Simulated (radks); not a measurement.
Results of a calculation; reference values are marked as such.
The nuclear charge of the copper ion Cu2+ is varied continuously with 27 electrons held in [Ar] 3d9. Code: a radial shooting solver on a logarithmic mesh with Libxc functionals. Model: scalar-relativistic Kohn-Sham, PBE, spin-polarised, spherical densities, point nucleus; open shells are filled with parallel spins first. By the Hellmann-Feynman theorem dE/dZ = E(electron-nucleus)/Z, the electronic potential at the nucleus. The scalar-relativistic energy here is not variational (the density holds large components alone), so the two differ by a part that grows with Z.

Z     E (hartree)  E(electron-nucleus)/Z (hartree)  HOMO  e(HOMO) (eV)  <r> HOMO (bohr)
28    -1520.31346                         -130.195    3d       -12.478            1.085
28.2  -1546.50339                         -131.451    3d       -15.405            1.046
28.4  -1572.94492                         -132.705    3d       -18.537            1.012
28.6  -1599.63764                         -133.956    3d       -21.864           0.9816
28.8  -1626.58123                         -135.207    3d       -25.380           0.9535
29    -1653.77541                         -136.456    3d       -29.078           0.9277
29.2  -1681.21998                         -137.704    3d       -32.951           0.9039
29.4  -1708.91473                         -138.951    3d       -36.994           0.8818
29.6  -1736.85952                         -140.197    3d       -41.204           0.8611
29.8  -1765.05424                         -141.443    3d       -45.575           0.8418
30    -1793.49880                         -142.688    3d       -50.106           0.8236

The central difference of E at Z = 29 is -136.597 hartree, to compare with the third column; the second derivative is -6.26 hartree.
